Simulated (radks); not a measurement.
Task: These are the eigenvalues of the occupied orbitals of an atom or ion with whole-number occupations (eV). Method: Dirac Kohn-Sham, PBEsol, spin-unpolarised, spherical densities, point nucleus; computed with a radial shooting solver on a logarithmic mesh with Libxc functionals.

| orbital | eigenvalue |
|---|---|
| 1s1/2 | -80636.68 |
| 2s1/2 | -14223.06 |
| 2p1/2 | -13638.57 |
| 2p3/2 | -11803.66 |
| 3s1/2 | -3362.879 |
| 3p1/2 | -3100.380 |
| 3p3/2 | -2695.511 |
| 3d3/2 | -2260.116 |
| 3d5/2 | -2173.091 |
| 4s1/2 | -736.1441 |
| 4p1/2 | -624.2862 |
| 4p3/2 | -527.0997 |
| 4d3/2 | -344.2214 |
| 4d5/2 | -326.1253 |
| 5s1/2 | -116.6733 |
| 4f5/2 | -91.5375 |
| 4f7/2 | -87.7257 |
| 5p1/2 | -80.4224 |
| 5p3/2 | -63.9097 |
| 5d3/2 | -16.3309 |
| 5d5/2 | -14.7583 |

Which element is it, and in what charge state? The configuration may be excited. Open shells, if any, are shared by 2j + 1.

Result: Z = 79, gold, charge +1: Au+ in [Xe] 4f14 5d10. The list shows which subshells hold electrons but not how many an open one holds; the 1s level, -2963.3 hartree, gives Z - s = 77.0 by -(Z - s)^2/2, which with screening and relativity narrows Z to a few neighbours, and the depths of the outer levels then fix element, charge and occupations together.
